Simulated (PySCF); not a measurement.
# What an electron can do to MoCl

r²SCAN in PySCF with def2-TZVPPD on every atom (core potentials on Mo), for the lowest determinant that a PBE0 search found; no spin–orbit coupling.

| species | state (unpaired electrons) | Re (Å) | ωe (cm⁻¹) | energy of the minimum from the neutral (eV) | De (eV) | dissociates to |
| --- | --- | --- | --- | --- | --- | --- |
| MoCl | sextet (σ ↑, π ↑↑, δ ↑↑) | 2.282 | 381 | 0.00 | 3.84 | Mo (4d5 5s1) + Cl |
| MoCl⁺ | quintet (π ↑↑, δ ↑↑) | 2.217 | 449 | 8.44 | 2.97 | Mo⁺ (4d5) + Cl |
| MoCl⁻ | septet (σ ↑↑, π ↑↑, δ ↑↑) | 2.519 | 229 | -1.08 | 1.30 | Mo (4d5 5s1) + Cl⁻ |

Problem. Work out the lowest energy to break MoCl into atoms, from its vibrational ground state.

Solution. D0 = De − ωe/2 = 3.84 − 0.02 = 3.82 eV (r²SCAN/def2-TZVPPD).

Problem. Work out the ionisation energy of the Mo atom at this level and the threshold of dissociative ionisation.

Solution. IE(Mo) = 8.44 + 2.97 − 3.84 = 7.57 eV, so Mo⁺ (4d5) + Cl + e⁻ appears at D0 + IE(Mo) = 11.39 eV (r²SCAN/def2-TZVPPD). The measured IE(Mo) is 7.092 eV (NIST ASD).

Problem. Work out the electron affinity of the Cl atom and the threshold of dissociative attachment.

Solution. EA(Cl) = 3.84 − 1.30 − (-1.08) = 3.62 eV, so Mo (4d5 5s1) + Cl⁻ needs D0 − EA(Cl) = 0.20 eV (r²SCAN/def2-TZVPPD). The measured EA(Cl) is 3.613 eV.

Problem. At which energy does ion-pair formation open?

Solution. Mo⁺ + Cl⁻ lies at D0 + IE(Mo) − EA(Cl) = 7.77 eV (r²SCAN/def2-TZVPPD).

These are thermodynamic thresholds; the onsets seen under electron impact lie higher where the geometry changes, and cross-sections peak well above them.

The metal atom is held in its measured ground configuration; semilocal functionals can put another filling of s and d lower by some tenths of an eV, and De to that atom would be smaller. Spin–orbit coupling is left out, which matters for elements this heavy, above all for dissociation energies. For an ion De counts to the pair picked by the measured ionisation energies or electron affinities, which need not be the lowest pair at this level. The highest Kohn–Sham level is positive in this anion. Much of that is self-interaction error, but it also means that the finite basis helps to hold the extra electron. The state is the lowest single determinant that the PBE0 search found; with open d or f shells the true ground state can be another one.
